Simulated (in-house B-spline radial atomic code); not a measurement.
# RPA and G0W0 on LDA exchange-only: Be IV (Be3+)

Configuration 1s1, highest spin, mean-field start LDA exchange-only. Computed with an all-electron radial atomic-structure program (B-spline basis): all electrons, scalar-relativistic (spin-free one-electron X2C), finite nucleus, each spin shell either full or empty, empty states to l = 9 with an (l + 1/2)⁻⁴ tail; G0W0 by contour deformation at full frequency.

With one electron the exact correlation energy is zero, so what RPA and GW give is self-correlation.

Command:
```bash
python run_gw.py task.json out
```
Settings (radii: box in bohr, nucleus in fm):
```
Z                        4
electrons                1
configuration            1s1
hamiltonian              x2c
method                   lda,
lmax                     9
rms_radius               2.519
spin_polarised           True
box_radius               14.14
intervals                71
ion_configuration        bare nucleus
```

Cost of the run: 0.9 s on 1 thread of Arm Neoverse N1 (shared host).

Energies (hartree):

| term | value |
| --- | --- |
| mean-field total | -7.82530 |
| Hartree-Fock functional on these orbitals | -8.00019 |
| direct second order | -0.023428 |
| second-order exchange | 0.023429 |
| SOSEX correction | 0.022699 |

(1) What is the RPA correlation energy, and what remains with SOSEX?

Quasi-particle levels (eV):

```json
{"level": "1s up", "occupied": "yes", "mean field": "-188.98", "Σx - vxc": "-28.71", "Σc": "?", "QP weight": "?", "G0W0": "?"}
{"level": "1s down", "occupied": "no", "mean field": "-151.79", "Σx - vxc": "0.00", "Σc": "-2.38", "QP weight": "0.993", "G0W0": "-154.17"}
```

G0W0 = mean field + (Σx - vxc) + Σc, with Σc (partial-wave tail included) taken at the quasi-particle energy.

(2) Where does G0W0 put 1s up?

(3) What does it cost to remove one electron (to the bare nucleus) by differences of total energies, each species on its own start (correlation terms add to the Hartree-Fock functional)?

Results:

(1) RPA gives -0.022699 hartree (-0.618 eV per electron); RPA + SOSEX gives 0, and the second-order doubles 0 hartree (no singles). SOSEX takes back 100 % of the RPA value.

(2) At -217.24 eV, with Σc = 0.45 eV and a quasi-particle weight of 0.990. The tabulated removal energy is 217.719 eV (NIST, tabulated theory).

(3) LDA exchange-only 212.94 eV, Hartree-Fock functional 217.70 eV, + RPA 218.31 eV, + RPA + SOSEX 217.70 eV, + second order 217.70 eV. Tabulated: 217.719 eV (NIST, tabulated theory).
